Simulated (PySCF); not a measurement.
Al(Me)(NH2)2 (CH7AlN2), SMILES [CH3][Al]([NH2])[NH2].

Coordinates come from a B3LYP-D3(BJ)/def2-SVP optimisation. The structure was generated by enumeration; whether it is a known compound was not checked. One conformer was computed; it need not be the lowest.

Two levels are set side by side: PBE/def2-TZVP (PySCF) and PBE0/def2-TZVP (PySCF). Same geometry, gas phase. Differences are taken from unrounded values.

| quantity | PBE0 | PBE | PBE minus PBE0 |
|---|---|---|---|
| orbital gap (eV) | 7.04 | 4.85 | -2.19 |
| highest occupied level (eV) | -6.72 | -5.31 | 1.41 |
| lowest empty level (eV) | 0.32 | -0.46 | -0.78 |
| dipole moment (D) | 0.61 | 0.65 | 0.04 |
| mean polarisability (bohr³) | 52.5 | 55.4 | 2.9 |

PBE's occupied levels lie high since its potential decays too fast outside the molecule; exact exchange lowers them and widens the gap. Loosely held outer electrons make PBE densities more polarisable. Differences between two approximate levels are no errors against the true value.

Rough cost on one machine, each run with all the roots and properties that it gave: PBE0 against PBE within a factor of 2.
